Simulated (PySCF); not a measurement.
**Ru³³⁺: ionisation energy**

Ru³³⁺ [Ne] 3s1 [3s1/2^1, M_J = 1/2] → Ru³⁴⁺ [Ne], as a difference of total energies. Calculation: PySCF 2.14, in an uncontracted even-tempered set (18 s from 5.9 bohr⁻², ratio 2.4; 13 p from 7.6 bohr⁻², ratio 2.4; 4 d from 25 bohr⁻², ratio 2.6; 4 f from 37 bohr⁻², ratio 2.6); the two-component X2C-1e Hamiltonian. Correlated levels: 1s2 frozen; the 50 highest virtual spinors dropped. "Screened" scales the spin-orbit matrix elements by Boettger's factors to mimic the two-electron term; Breit and QED terms are absent.

```csv
method,ionisation energy (eV)
GHF (screened spin-orbit),2012.7
GMP2 (screened spin-orbit),2013.4
```

Breit and QED terms and the two-electron picture change are absent.

For comparison: 2013.04 ± 0.06 eV (semi-empirical (NIST evaluation); NIST Atomic Spectra Database, ionization energies).
